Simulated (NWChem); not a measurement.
Everything below was run with NWChem. System: H3Si2, charge 0, spin multiplicity 2, at a geometry optimised with UPBE0/def2-SVP. The structure started from a generated list of species. Its SCF solution wasn't tested for a lower state. Level: UBP86/def2-TZVP.

Input file:

```
start mol
memory heap 200 mb stack 900 mb global 1100 mb
geometry units angstroms nocenter noautoz noautosym
  Si    -0.513843    -1.121835     0.033506
  Si     0.358371     0.984396    -0.035814
  H      0.887158    -1.687715    -0.219600
  H      1.771151     1.387833     0.265771
  H     -0.481708     2.224021    -0.013856
end
basis spherical
  * library def2-tzvp
end
dft
  xc becke88 perdew86
  odft
  mult 2
  semidirect memsize 60000000 filesize 0
  iterations 100
end
task dft energy
```

NWChem printed:

```
             Northwest Computational Chemistry Package (NWChem) 7.3.0
             --------------------------------------------------------

                                NWChem Input Module
                                -------------------

 Scaling coordinates for geometry "geometry" by  1.889725989
 (inverse scale =  0.529177249)

                             Geometry "geometry" -> ""
                             -------------------------

 Output coordinates in angstroms (scale by  1.889725989 to convert to a.u.)

  No.       Tag          Charge          X              Y              Z
 ---- ---------------- ---------- -------------- -------------- --------------
    1 Si                  14.0000    -0.51384300    -1.12183500     0.03350600
    2 Si                  14.0000     0.35837100     0.98439600    -0.03581400
    3 H                    1.0000     0.88715800    -1.68771500    -0.21960000
    4 H                    1.0000     1.77115100     1.38783300     0.26577100
    5 H                    1.0000    -0.48170800     2.22402100    -0.01385600

 Effective nuclear repulsion energy (a.u.)      67.8128201118

            Nuclear Dipole moment (a.u.)
            ----------------------------
        X                 Y               Z
 ---------------- ---------------- ----------------
    -0.0000132281    -0.0000132281     0.0000056692


 Summary of "ao basis" -> "" (spherical)
 ------------------------------------------------------------------------------
       Tag                 Description            Shells   Functions and Types
 ---------------- ------------------------------  ------  ---------------------
 *                         def2-tzvp                  on all atoms

  perdew86 is a nonlocal functional; adding perdew81 local functional.

                                 NWChem DFT Module
                                 -----------------

 Summary of "ao basis" -> "ao basis" (spherical)
 ------------------------------------------------------------------------------
       Tag                 Description            Shells   Functions and Types
[...]
    89     -0.272288  5 H  s                 57      0.222496  2 Si pz

   alpha - beta orbital overlaps
   -----------------------------

   alpha      1      2      3      4      5      6      7      8      9     10
    beta      1      2      3      4      5      6      7      8      9     10
 overlap   1.000  1.000  1.000  1.000  1.000  1.000  1.000  0.985  0.994  0.991

   alpha     11     12     13     14     15     16     17     18     19     20
    beta     11     12     13     14     15     16     17     18     19     20
 overlap   0.999  0.999  1.000  0.998  0.992  0.997  0.990  0.984  0.987  0.995

   alpha     21     22     23     24     25     26     27     28     29     30
    beta     21     22     24     24     26     25     27     28     29     30
 overlap   0.988  0.966  0.710  0.654  0.797  0.914  0.950  0.949  0.971  0.971

   alpha     31     32     33     34     35     36     37     38     39     40
    beta     31     32     33     34     35     36     37     38     39     40
 overlap   0.980  0.987  0.975  0.970  0.990  0.993  0.898  0.895  0.996  0.999

   alpha     41     42     43     44     45     46     47     48     49     50
    beta     41     42     43     44     45     46     47     48     49     50
 overlap   0.999  0.999  0.908  0.976  0.910  0.964  0.970  0.980  0.962  0.933

   alpha     51     52     53     54     55     56     57     58     59     60
    beta     51     52     53     54     55     56     57     58     59     60
 overlap   0.926  0.914  0.913  0.801  0.797  0.974  0.979  0.980  0.814  0.818

   alpha     61     62     63     64     65     66     67     68     69     70
    beta     61     62     63     64     65     66     67     68     69     70
 overlap   0.992  0.993  0.985  0.985  0.990  0.994  0.998  0.999  0.998  0.998

   alpha     71     72     73     74     75     76     77     78     79     80
    beta     71     72     73     74     75     76     77     78     79     80
 overlap   0.999  0.999  0.994  0.992  0.997  0.995  0.995  1.000  1.000  1.000

   alpha     81     82     83     84     85     86     87     88     89     90
    beta     81     82     83     84     85     86     87     88     89     90
 overlap   0.999  1.000  1.000  1.000  0.998  0.998  1.000  1.000  1.000  1.000

   alpha     91     92
    beta     91     92
 overlap   1.000  1.000

     --------------------------
     Expectation value of S2:
     --------------------------
      <S2> =      0.7656 (Exact =     0.7500)

 center of mass
 --------------
 x =  -0.06908149 y =  -0.06106884 z =  -0.00102542

 moments of inertia (a.u.)
 ------------------
         257.982438425511         -92.189940913126           1.989557341277
         -92.189940913126          54.555078389751           4.730841382488
           1.989557341277           4.730841382488         311.200100834666

     Multipole analysis of the density
     ---------------------------------

     L   x y z        total         alpha         beta         nuclear
     -   - - -        -----         -----         ----         -------
     0   0 0 0     -0.000000    -16.000000    -15.000000     31.000000

     1   1 0 0      0.166229      0.088861      0.077381     -0.000013
     1   0 1 0      0.338555      0.034347      0.304221     -0.000013
     1   0 0 1     -0.049515      0.180338     -0.229859      0.000006

     2   2 0 0    -22.936737    -29.919425    -27.480117     34.462804
     2   1 1 0     -0.226006    -23.784593    -22.503242     46.061829
     2   1 0 1      0.299098     -0.027154      0.819580     -0.493329
     2   0 2 0    -22.157235    -86.119914    -82.116782    146.079461
     2   0 1 1     -0.153914      0.152927      0.804313     -1.111155
     2   0 0 2    -20.639655    -13.061507     -8.123537      0.545389

 Task  times  cpu:        6.1s     wall:        6.1s

 Total times  cpu:        6.1s     wall:        6.1s
```
